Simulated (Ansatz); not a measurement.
A structure relaxed at PBE-D4/def2-SVP in Ansatz, charge 0, singlet:

```xyz
26

Si   -1.273    1.944    1.628
Si   -2.400   -1.419   -0.162
Si   -0.775    1.546   -2.250
P     2.052    1.261    0.134
Si    1.222   -1.862   -1.540
Si    0.751   -1.485    2.137
Al   -2.378    1.047   -0.413
Si    0.788    0.871    2.028
Si   -0.270   -2.366    0.208
Si    1.291    0.468   -1.899
H    -1.943    1.671    2.961
H    -0.871    3.406    1.677
H    -3.205   -1.939    1.012
H    -2.901   -2.185   -1.370
H    -0.337    2.979   -2.488
H    -1.097    0.996   -3.625
H     2.259    2.670    0.016
H     3.396    0.822    0.351
H     0.776   -2.454   -2.853
H     2.627   -2.343   -1.262
H    -0.025   -1.813    3.387
H     2.168   -1.975    2.320
H    -3.818    1.723   -0.667
H     1.731    1.452    3.058
H    -0.245   -3.871    0.366
H     2.477    0.855   -2.754
```

(1) Give its formula and point group.

(2) Summarise the bond lengths by kind (pairs closer than 1.2 times the sum of covalent radii, bridged metal pairs left out).

Answers

(1) AlSi₈PH₁₆, a doped cluster cut from the lattice of silicon (Al and P 4.5 A apart). Point group Cs (tolerance 0.1 Å).

(2) 7 × Si–Si 2.35 to 2.36 Å; 3 × Al–Si 2.48 to 2.49 Å; 2 × P–Si 2.31 Å; 13 × H–Si 1.51 to 1.52 Å; 2 × H–P 1.43 Å; 1 × Al–H 1.61 Å.
